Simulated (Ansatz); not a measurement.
W3⁻. Charge -1, multiplicity 2. Geometry PBE-D4/def2-TZVP, that of the neutral singlet.

```xyz
3

W    -0.276    0.919   -0.970
W     1.181   -0.671    0.132
W    -0.905   -0.248    0.837
```

In the def2 sets W takes a core potential; there is no spin–orbit coupling. At PBE-D4/def2-TZVPD, r2SCAN-D4/def2-TZVPD the highest occupied level of the charge -1 doublet lies above zero (up to 0.31 eV). It is a level of β spin, whose loss leaves a triplet; that state wasn't run at this geometry and level. The electron is either unbound and held by the finite basis, or the level is raised by self-interaction error. At r2SCAN-D4/def2-TZVPD, PBE0-D4/def2-TZVPD the charge -1 doublet is spin-contaminated (final ⟨S²⟩ up to 1.06, 0.75 for a pure state). The structure comes from a short search, and lower isomers may exist.

(1) Estimate the α-spin orbital energies around the gap (eV) in Ansatz with PBE-D4/def2-TZVPD, r2SCAN-D4/def2-TZVPD, PBE0-D4/def2-TZVPD.

## Answers

(1) 
```
orbital  PBE-D4/def2-TZVPD  r2SCAN-D4/def2-TZVPD  PBE0-D4/def2-TZVPD
 HOMO−5              -1.54                 -1.73               -2.52
 HOMO−4              -0.80                 -0.87               -1.73
 HOMO−3              -0.77                 -0.84               -1.48
 HOMO−2              -0.23                 -0.41               -1.03
 HOMO−1               0.21                  0.01               -0.35
   HOMO               0.30                  0.08               -0.26
   LUMO               1.38                  1.53                2.12
 LUMO+1               1.65                  1.74                2.23
 LUMO+2               1.72                  1.76                2.25
 LUMO+3               1.74                  1.82                2.46
 LUMO+4               1.78                  1.85                2.48
 LUMO+5               1.87                  1.92                2.56
 β HOMO               0.31                  0.17               -0.29
 β LUMO               0.75                  1.02                1.38
```
